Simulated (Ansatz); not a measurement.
Species: sum formula Si$_{2}$H$_{5}$Cl, charge 0, multiplicity 1. 
Structure (B3LYP-D3(BJ)/def2-TZVP (Ansatz, an electronic-structure program) minimum search):
```
Si
H 1 1.4800
H 1 1.4800 2 108.86
Cl 1 2.0783 2 107.66 3 116.43
Si 1 2.3421 2 111.94 3 -124.28
H 5 1.4812 1 109.60 2 -178.82
H 5 1.4812 6 109.49 1 -120.26
H 5 1.4837 6 109.27 7 -119.64
```

Property: vertical ionisation energy (to the doublet state of charge +1; each state is the SCF solution reached for its spin), in eV. Cores are frozen in the correlated levels unless marked. Open shells are spin-unrestricted. Spin-orbit coupling is left out. Non-relativistic. CBS(X,Y): correlation extrapolated as X^-3; Hartree-Fock from the larger set. The bracket is a focal-point correction in the basis named.

RI-MP2/CBS(aug-cc-pV(T+d)Z,aug-cc-pV(Q+d)Z)+[CCSD(T)-MP2]/aug-cc-pV(T+d)Z (Ansatz) gives 10.58 eV.

Task: Another calculation gave 10.10 eV. Which level was it?
A) PBE/def2-TZVPD (Ansatz)
B) PBE0/def2-TZVPD (Ansatz)
C) r2SCAN/def2-TZVPD (Ansatz)
D) CAM-B3LYP/def2-TZVPD (Ansatz)

Result: C, r2SCAN/def2-TZVPD (Ansatz). The others give 9.93 (PBE), 10.38 (CAM-B3LYP), 10.22 (PBE0) eV.
